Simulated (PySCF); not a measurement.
Computed shifts of a molecule CH5FO2Si2, PySCF with PBE/pcSseg-1, GIAO, gas phase, atoms alike by connectivity averaged where their shifts nearly agree, in ppm (number of nuclei): ¹⁹F: -148.3 (1). ²⁹Si: -7.8 (1), -35.5 (1). ¹³C: 58.0 (1). ¹H: 5.49 (2), 5.09 (1), 4.38 (1), 4.28 (1). References: ¹⁹F against CFCl3 (σ = 133.6 ppm); ²⁹Si against TMS (σ = 335.4 ppm); ¹⁷O against H2O (σ = 334.3 ppm); ¹³C against TMS (σ = 182.0 ppm); ¹H against TMS (σ = 31.49 ppm), references at their B3LYP-D3(BJ)/def2-TZVP geometries, non-relativistic. Coordinates come from a B3LYP-D3(BJ)/def2-SVP optimisation. Other conformers were not sampled.

### Question
Which structure fits?
A. O[Si@]1(F)CO[SiH2]1
B. F[Si@H]1OC[SiH2]O1
C. O=C[Si@@H](F)[SiH2]O
D. O[Si@H]1C[Si@@H](F)O1

### Answer
B, F[Si@H]1OC[SiH2]O1
